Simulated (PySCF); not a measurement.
C5H14PSi (charge -1).
Z-matrix (Å and degrees, PBE0-D3(BJ)/def2-SVP geometry), rows numbered from 1:
```
C 
C   1  1.5194
C   2  1.5399  1  115.93
C   3  1.5305  2  109.95  1    61.91
C   3  1.5288  2  108.01  1   179.72
P   3  1.9311  2  113.83  1   -56.24
Si  6  2.1848  3  101.20  2   -57.34
H   1  1.1029  2  108.60  3    51.95
H   1  1.1028  2  111.47  3   172.75
H   1  1.1028  2  111.86  3   -66.79
H   2  1.1121  1  109.58  3   123.31
H   2  1.1046  1  108.60  3  -121.67
H   4  1.1012  3  111.57  2   -65.43
H   4  1.1020  3  110.26  2   175.71
H   4  1.1084  3  111.27  2    55.65
H   5  1.1019  3  111.13  2    60.61
H   5  1.1112  3  111.50  2   -59.61
H   5  1.1009  3  110.43  2   179.39
H   7  1.5299  6  120.40  3    65.00
H   7  1.5139  6  107.86  3  -177.72
H   7  1.5290  6  120.63  3   -59.98
```

Level: PBE0/pcSseg-1 in PySCF, non-relativistic, on one gas-phase PBE0-D3(BJ)/def2-SVP geometry that isn't relaxed in the solvent. The solvent is an IEF-PCM continuum (Bondi radii, 1.10 Å for H, scaled by 1.2). The model holds no explicit solvent molecules, cavitation or dispersion.

Gas phase at PBE0/pcSseg-1: HOMO 0.00 eV, LUMO 4.79 eV.

**Question.** What does the continuum do to the energy and the frontier levels at PBE0/pcSseg-1 in benzene and acetonitrile?

**Answer.** 
```
     solvent      ε  E(solvent) − E(gas) (kJ/mol)  polarisation term (kJ/mol)  distortion of the solute (kJ/mol)  HOMO (eV)  LUMO (eV)
     benzene  2.271                       -113.76                     -116.30                               2.54      -2.35       2.75
acetonitrile  35.69                       -210.31                     -225.80                              15.49      -4.28       1.09
```

The first energy column is the sum of the next two and covers electrostatics alone. From benzene to acetonitrile the lowering changes by a factor 1.85, Born's factor 1 − 1/ε by 1.74 and ε itself by 15.7.

**Question.** Which radius a makes Born's formula ΔE = −(q²/2a)(1 − 1/ε) give the value in acetonitrile?

**Answer.** a = q²(1 − 1/ε)/(2|ΔE|) = 3.21 Å, with q = -1 e and |ΔE| = 0.0801 Eh; the farthest nucleus lies 4.11 Å from the centroid of the nuclei. The formula assumes a point charge at the centre of a sphere.

**Question.** Which Hirshfeld charges (PBE0/pcSseg-1) respond most in acetonitrile (means over atoms taken as equivalent)?

**Answer.** 
```json
{"atoms": "P6", "environment": "phosphorus bonded to C and Si", "gas (e)": "-0.359", "solvent (e)": "-0.457", "change": "-0.098"}
{"atoms": "H11/H12", "environment": "methylene hydrogen", "gas (e)": "+0.014", "solvent (e)": "+0.023", "change": "+0.009"}
{"atoms": "H13 (×6)", "environment": "methyl hydrogen", "gas (e)": "+0.016", "solvent (e)": "+0.023", "change": "+0.007"}
{"atoms": "H19/H20/H21", "environment": "Si–H hydrogen", "gas (e)": "-0.134", "solvent (e)": "-0.127", "change": "+0.007"}
{"atoms": "H8/H9/H10", "environment": "methyl hydrogen", "gas (e)": "+0.017", "solvent (e)": "+0.021", "change": "+0.004"}
{"atoms": "C3", "environment": "sp3 carbon bound to phosphorus", "gas (e)": "-0.023", "solvent (e)": "-0.021", "change": "+0.002"}
{"atoms": "C2", "environment": "chain CH2 carbon", "gas (e)": "-0.077", "solvent (e)": "-0.075", "change": "+0.002"}
{"atoms": "C1", "environment": "methyl carbon", "gas (e)": "-0.134", "solvent (e)": "-0.133", "change": "+0.001"}
```

**Question.** Which Mayer bond orders change most in acetonitrile?

**Answer.** 
```
   bond  length (Å)    gas  solvent  change
 P6–Si7       2.185  1.247    1.214  -0.033
Si7–H21       1.529  0.834    0.856  +0.022
Si7–H19       1.530  0.829    0.850  +0.021
  C3–P6       1.931  0.950    0.929  -0.021
  C1–H8       1.103  0.939    0.948  +0.009
 C5–H17       1.111  0.949    0.954  +0.005
  C1–H9       1.103  0.971    0.967  -0.004
 C1–H10       1.103  0.966    0.962  -0.004
```
